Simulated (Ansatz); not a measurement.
Gas-phase electronic energies from Ansatz, PBE0-D4/def2-TZVP geometries. CCSD(T)/CBS adds triple-zeta CCSD(T) − MP2 to the extrapolated MP2 energy (def2 sets, frozen cores). This one scheme is used for every species. DFT in def2-TZVPP. B3LYP here is the variant with VWN-RPA as its local correlation; programs differ in this. For Ge outer-core shells are correlated without core-valence functions, which leaves a few kJ/mol of doubt a bond. Scalar relativity is left out up to krypton. Each species was taken in one conformer, which may not be the lowest.

Reaction (hydrogenolysis of a C–Ge bond): `B[SiH2][CH2][GeH3]` + H₂ → `B[SiH2]C` + GeH₄

| level | ΔE (eV) |
| --- | --- |
| B3LYP-D4 | -0.36 |
| B2PLYP | -0.39 |
| r2SCAN | -0.36 |
| PBE0 | -0.41 |
| B3LYP | -0.48 |
| CCSD/def2-TZVPP | -0.35 |
| HF/def2-QZVPP | -0.59 |
| HF/CBS(def2) | -0.59 |

**Question.** What does CCSD(T)/CBS give? (An estimate is asked.)

**Answer.** Computed: -0.27 eV. The listed levels differ from it by -0.09, -0.12, -0.09, -0.14, -0.21, -0.08, -0.32, -0.32 eV.

Largest T1 diagnostic among the species: 0.012.

The D4 term adds +0.12 eV with B3LYP and +0.07 eV with PBE0; it sums over pairs of atoms, weighted by their polarisabilities, and B3LYP, whose exchange is more repulsive, gets the larger term. In def2-TZVPP, CCSD(T) changes the Hartree–Fock value by +0.29 eV (the triples alone add +0.05 eV) and MP2 by +0.36 eV.
